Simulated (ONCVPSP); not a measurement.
**An odd input for ONCVPSP 4.0.1 (tellurium)**

Command:

```bash
oncvpspr.x < Te.dat > Te.out
```

Input:

```
# ATOM AND REFERENCE CONFIGURATION
# atsym  z   nc   nv     iexc    psfile
  Te 52.00    9    2        0      upf
#
#   n    l    f
    1    0    2.00
    2    0    2.00
    2    1    6.00
    3    0    2.00
    3    1    6.00
    3    2   10.00
    4    0    2.00
    4    1    6.00
    4    2   10.00
    5    0    2.00
    5    1    4.00
#
# PSEUDOPOTENTIAL AND OPTIMIZATION
# lmax
    2
#
#   l,   rc,      ep,       ncon, nbas, qcut
    0    1.85    0.00    5    9    3.10
    1    2.40    0.00    4    7    3.90
    2    2.00    0.25    4    9    5.40
#
# LOCAL POTENTIAL
# lloc, lpopt,  rc(5),   dvloc0
    4    5    1.30    0.00
#
# VANDERBILT-KLEINMAN-BYLANDER PROJECTORs
# l, nproj, debl
    0    2    2.20
    1    2    3.30
    2    2    3.70
#
# MODEL CORE CHARGE
# icmod, fcfact, rcfact
    0    0.00    0.00
#
# LOG DERIVATIVE ANALYSIS
# epsh1, epsh2, depsh
   -2.00    5.00    0.02
#
# OUTPUT GRID
# rlmax, drl
    6.00    0.01
#
# TEST CONFIGURATIONS
# ncnf
    4
# nvcnf
#   n    l    f
    2
    5    0    2.00
    5    1    3.00
#
    2
    5    0    2.00
    5    1    2.00
#
    2
    5    0    2.00
    5    1    1.00
#
    2
    5    0    1.00
    5    1    5.00
#
```

This is an input that runs to its end, with one change: iexc set to 0. The unchanged file is no sound one. Note: ghosts flagged at negative energy: s at -31.6 eV; GHOST(+) flagged for d5/2 at 6.2 eV, d3/2 at 8.0 eV, p3/2 at 84.2 eV, p1/2 at 92.8 eV. A true bound ghost makes a file unfit for plane-wave use.

How does the run end?

The program refuses the input: "test_data: must have iexc <=4, iexc /= 0.".

```
ONCVPSP  (Optimized Norm-Conservinng Vanderbilt PSeudopotential)
relativistic version 4.0.1

test_data: must have iexc <=4, iexc /= 0.
  negative values for libxc
ERROR: test_data found   1 ERROR; stopping
```
